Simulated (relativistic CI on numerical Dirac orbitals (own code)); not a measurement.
# Electric-dipole lines of Er12+

Method of calculation: Dirac-Coulomb-Breit CI, KLI orbitals optimised for each configuration, a model potential for QED, unscaled Slater integrals (own radial code, finite nucleus).

CI space (outside the closed core [Kr] 4d10): 4f8 5s2, 4f6 5s2 5p2, 4f10, 4f9 5s, 4f8 5s 5p, 4f7 5s2 6s, 4f9 6s, 4f6 5s2 6s2. The list is cut by size and lacks configurations that can hold low levels.

```tsv
λ vac (Å)	Lower	Upper	A (s⁻¹)	log gf	S velocity/length
454.73	4f8 5s2 7F_5 [2]	4f8 5s 5p 7I°_5 [393]	1.38e+08	-1.33	0.84
461.86	4f8 5s2 7F_5 [2]	4f8 5s 5p 5F°_5 [374]	3.40e+08	-0.92	0.57
462.03	4f8 5s2 7F_6 [1]	4f8 5s 5p 7D°_5 [354]	1.98e+08	-1.16	0.53
463.67	4f8 5s2 7F_6 [1]	4f9 5s 5G°_5 [352]	1.28e+08	-1.34	0.53
465.06	4f8 5s2 7F_3 [4]	4f8 5s 5p 5F°_3 [388]	2.70e+08	-1.21	0.44
465.15	4f8 5s2 7F_4 [3]	4f8 5s 5p 5F°_4 [379]	2.97e+08	-1.06	0.47
465.50	4f8 5s2 7F_6 [1]	4f8 5s 5p 7F°_6 [345]	6.61e+08	-0.55	0.74
466.04	4f8 5s2 7F_6 [1]	4f8 5s 5p 7G°_5 [342]	2.41e+08	-1.06	0.57
467.42	4f8 5s2 7F_1 [6]	4f8 5s 5p 7G°_2 [391]	5.73e+08	-1.03	0.62
467.66	4f8 5s2 7F_2 [5]	4f8 5s 5p 5F°_3 [388]	4.83e+08	-0.96	0.60
468.89	4f8 5s2 7F_3 [4]	4f8 5s 5p 5F°_4 [379]	3.06e+08	-1.04	0.57
468.97	4f8 5s2 7F_5 [2]	4f8 5s 5p 7F°_4 [357]	6.38e+08	-0.72	0.60
470.12	4f8 5s2 7F_4 [3]	4f8 5s 5p 7F°_3 [366]	6.62e+08	-0.81	0.62
470.55	4f8 5s2 7F_3 [4]	4f8 5s 5p 7F°_2 [372]	6.62e+08	-0.96	0.64
473.29	4f8 5s2 7F_6 [1]	4f9 5s 5F°_5 [331]	9.70e+07	-1.45	0.54
473.70	4f8 5s2 7F_4 [3]	4f8 5s 5p 7F°_4 [357]	1.72e+08	-1.28	0.80
473.94	4f8 5s2 7F_3 [4]	4f8 5s 5p 7F°_3 [366]	2.15e+08	-1.29	0.70
474.00	4f8 5s2 7F_5 [2]	4f8 5s 5p 7G°_5 [342]	9.93e+07	-1.43	0.83
474.29	4f8 5s2 7F_6 [1]	4f8 5s 5p 5G°_6 [330]	4.32e+08	-0.72	0.61
474.33	4f8 5s2 7F_6 [1]	4f9 5s 5F°_5 [329]	4.95e+08	-0.74	0.54
474.91	4f8 5s2 7F_2 [5]	4f8 5s 5p 7F°_1 [370]	5.73e+08	-1.24	0.61
477.08	4f8 5s2 7F_5 [2]	4f8 5s 5p 7G°_4 [336]	3.29e+08	-1.00	0.56
477.52	4f8 5s2 7F_4 [3]	4f8 5s 5p 7H°_3 [347]	2.75e+08	-1.18	0.58
481.50	4f8 5s2 7F_5 [2]	4f9 5s 5F°_5 [331]	1.44e+08	-1.26	0.63
481.97	4f8 5s2 7F_4 [3]	4f8 5s 5p 7G°_4 [336]	2.06e+08	-1.19	0.62
482.57	4f8 5s2 7F_5 [2]	4f9 5s 5F°_5 [329]	2.05e+08	-1.10	0.71
527.42	4f8 5s2 5D_4 [8]	4f8 5s 5p 5F°_5 [374]	1.32e+08	-1.22	0.45
529.55	4f8 5s2 7F_6 [1]	4f8 5s 5p 9D°_6 [291]	1.57e+08	-1.07	0.73
533.48	4f8 5s2 7F_5 [2]	4f8 5s 5p 9G°_5 [298]	1.68e+08	-1.10	0.71
537.86	4f8 5s2 5D_4 [8]	4f8 5s 5p 7D°_5 [354]	3.46e+08	-0.78	0.71
539.60	4f8 5s2 7F_4 [3]	4f8 5s 5p 9G°_5 [298]	6.09e+08	-0.53	0.64
539.84	4f8 5s2 7F_5 [2]	4f8 5s 5p 9D°_6 [291]	6.14e+08	-0.46	0.62
540.08	4f8 5s2 5D_4 [8]	4f9 5s 5G°_5 [352]	1.55e+08	-1.13	0.74
540.13	4f8 5s2 7F_4 [3]	4f8 5s 5p 9G°_4 [296]	1.67e+08	-1.18	0.65
541.92	4f8 5s2 5L_10 [9]	4f8 5s 5p 7L°_11 [394]	8.07e+08	-0.09	0.66
545.18	4f8 5s2 7F_3 [4]	4f8 5s 5p 9G°_4 [296]	4.96e+08	-0.70	0.64
548.68	4f8 5s2 7F_3 [4]	4f8 5s 5p 9G°_3 [292]	1.29e+08	-1.39	0.58
552.31	4f8 5s2 7F_2 [5]	4f8 5s 5p 9G°_3 [292]	3.24e+08	-0.98	0.62
562.84	4f8 5s2 7F_1 [6]	4f8 5s 5p 9G°_2 [288]	3.15e+08	-1.13	0.61
566.29	4f8 5s2 7F_6 [1]	4f8 5s 5p 9F°_7 [268]	5.54e+08	-0.40	0.59
577.25	4f8 5s2 5L_10 [9]	4f8 5s 5p 7K°_10 [333]	6.04e+07	-1.20	0.55
586.34	4f8 5s2 5L_9 [12]	4f8 5s 5p 7K°_10 [333]	6.81e+07	-1.13	0.71
604.39	4f8 5s2 7F_6 [1]	4f8 5s 5p 9F°_6 [242]	9.98e+07	-1.15	0.66
612.85	4f8 5s2 7F_5 [2]	4f8 5s 5p 9F°_5 [243]	8.42e+07	-1.28	0.60
613.22	4f8 5s2 7F_4 [3]	4f8 5s 5p 9F°_4 [247]	7.58e+07	-1.42	0.54
```

Terms are leading LS components. Brackets give the number of a level in order of energy, since labels repeat. The list gives strong lines, with weight on those to low levels, among the lowest 400 of 9742 levels, so that lines to higher ones, which can be the strongest, are missing. Levels whose partners in the same complex of configurations lie outside the list can be far off, and so can their lines. Rates are taken at the computed energies, electric ones in the length gauge. A velocity-to-length ratio far from 1 marks an uncertain rate.

At this charge energies of transitions that change n are usually good to better than 1 %, and those within a shell (Δn = 0) to a few per cent. Terms inside the open d or f shell come out 10 to 20 % too wide with unscaled integrals. Levels and lines within the n = 5 or 6 shells can be off by up to 10 % or somewhat more, and those that change n by about 2 %, since core polarisation is missing.

LS names give the leading component of a level, which can be under half, so a name can repeat, a term be missing and a line seem to break the LS rules.
